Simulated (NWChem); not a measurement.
System: Si$_{2}$NH$_{6}$OCl; SMILES [Si@](O)([SiH3])(N)Cl

Input file for NWChem:

```
start job
memory heap 200 mb stack 900 mb global 1100 mb
geometry units angstroms noautoz
  N     -1.462500    -0.569901    -1.184135
  Si    -0.374853    -0.072982     0.051054
  O     -1.142066    -0.053034     1.519629
  Si     0.646927     2.018898    -0.134574
  Cl     1.132388    -1.511421    -0.017806
  H     -2.264975    -0.003092    -1.434973
  H     -1.133014    -1.129351    -1.962077
  H     -1.693696    -0.822337     1.704575
  H     -0.383835     3.103706    -0.184100
  H      1.433790     2.062908    -1.406247
  H      1.567637     2.274345     1.013997
end
basis spherical
  * library def2-tzvp
end
dft
  xc xcamb88 1.00 lyp 0.81 vwn_5 0.19 hfexch 1.00
  cam 0.33 cam_alpha 0.19 cam_beta 0.46
  iterations 150
  semidirect filesize 400000000
  mulliken
end
task dft energy
```

Output (shortened):

```
             Northwest Computational Chemistry Package (NWChem) 7.3.0
             --------------------------------------------------------

 C1  symmetry detected

                             Geometry "geometry" -> ""
                             -------------------------

 Output coordinates in angstroms (scale by  1.889725989 to convert to a.u.)

  No.       Tag          Charge          X              Y              Z
 ---- ---------------- ---------- -------------- -------------- --------------
    1 N                    7.0000    -1.38124077    -0.59078341    -1.30937533
    2 Si                  14.0000    -0.39814015    -0.10487123     0.01463332
    3 O                    8.0000    -1.29224120    -0.05900709     1.40898120
    4 Si                  14.0000     0.67666619     1.96584331    -0.09207520
    5 Cl                  17.0000     1.08093635    -1.57199181     0.08888820
    6 H                    1.0000    -2.14706068    -0.01090231    -1.63405369
    7 H                    1.0000    -0.99491791    -1.16239567    -2.05150278
    8 H                    1.0000    -1.87300811    -0.81629839     1.54879347
    9 H                    1.0000    -0.32428174     3.06949208    -0.23970363
   10 H                    1.0000     1.57409119     1.98508701    -1.28894634
   11 H                    1.0000     1.49650972     2.21280947     1.13227758

 Effective nuclear repulsion energy (a.u.)     369.3157864687

                                 NWChem DFT Module
                                 -----------------

 Summary of "ao basis" -> "ao basis" (spherical)
 ------------------------------------------------------------------------------
       Tag                 Description            Shells   Functions and Types
 ---------------- ------------------------------  ------  ---------------------
 N                         def2-tzvp                11       31   5s3p2d1f
 Si                        def2-tzvp                13       37   5s5p2d1f
 O                         def2-tzvp                11       31   5s3p2d1f
 Cl                        def2-tzvp                13       37   5s5p2d1f
 H                         def2-tzvp                 4        6   3s1p

            General Information
            -------------------
          SCF calculation type: DFT
          Wavefunction type:  closed shell.
          No. of atoms     :    11
          No. of electrons :    66
           Alpha electrons :    33
            Beta electrons :    33
          Charge           :     0
          Spin multiplicity:     1
          Use of symmetry is: off; symmetry adaption is: off
          Maximum number of iterations: 150
          AO basis - number of functions:   209
                     number of shells:    85
          Convergence on energy requested:  1.00D-06
          Convergence on density requested:  1.00D-05
          Convergence on gradient requested:  5.00D-04

              XC Information
              --------------
                     Hartree-Fock (Exact) Exchange  1.000
                   CAM-Becke88 Exchange Functional  1.000
                      VWN V Correlation Functional  0.190 local
              Lee-Yang-Parr Correlation Functional  0.810

           Range-Separation Parameters
           ---------------------------
           Alpha           :  0.19
           Beta            :  0.46
           Gamma           :  0.33
           Short-Range HF  :     F

             Grid Information
             ----------------
          Grid used for XC integration:  medium
          Radial quadrature: Mura-Knowles
          Angular quadrature: Lebedev.
          Tag              B.-S. Rad. Rad. Pts. Rad. Cut. Ang. Pts.
          ---              ---------- --------- --------- ---------
          N                   0.65       49          12.0       434
          Si                  1.10       88          11.0       590
          O                   0.60       49          12.0       434
          Cl                  1.00       88          12.0       590
          H                   0.35       45          13.0       434
          Grid pruning is: on
          Number of quadrature shells:   632
          Spatial weights used:  Erf1

      Superposition of Atomic Density Guess
      -------------------------------------

 Sum of atomic energies:       -1169.24322387

      Non-variational initial energy
      ------------------------------

 Total energy =   -1170.991103
 1-e energy   =   -2351.587459
 2-e energy   =     811.280569
 HOMO         =      -0.313061
 LUMO         =       0.033776

     ---------------------------------------------
      Total Density - Mulliken Population Analysis
     ---------------------------------------------

    Atom       Charge   Shell Charges
 -----------   ------   -------------------------------------------------------
    1 N    7     7.93   0.82  1.16  0.57  0.81  0.17  1.64  1.93  0.84  0.00  0.01  0.00
    2 Si  14    12.91   2.00  0.59  1.39  0.79  0.32  4.10  1.73  0.46  0.86  0.20  0.18  0.22  0.07
    3 O    8     8.84   0.79  1.18  0.60  0.95  0.24  2.02  2.20  0.84  0.00  0.01  0.00
    4 Si  14    13.93   2.00  0.59  1.39  0.89  0.51  4.12  1.73  0.52  1.45  0.61  0.06  0.06  0.01
    5 Cl  17    17.40   2.01  0.45  1.52  1.11  0.84  4.19  1.69  1.11  2.96  1.51  0.00  0.02  0.00
    6 H    1     0.67   0.22  0.34  0.08  0.04
    7 H    1     0.67   0.22  0.34  0.08  0.04
    8 H    1     0.55   0.19  0.26  0.06  0.04
    9 H    1     1.03   0.22  0.54  0.26  0.01
   10 H    1     1.03   0.22  0.54  0.26  0.01
   11 H    1     1.03   0.22  0.54  0.26  0.01

[...]
```

Level: CAM-B3LYP/def2-TZVP. The geometry was optimised at PBE0/def2-SVP.
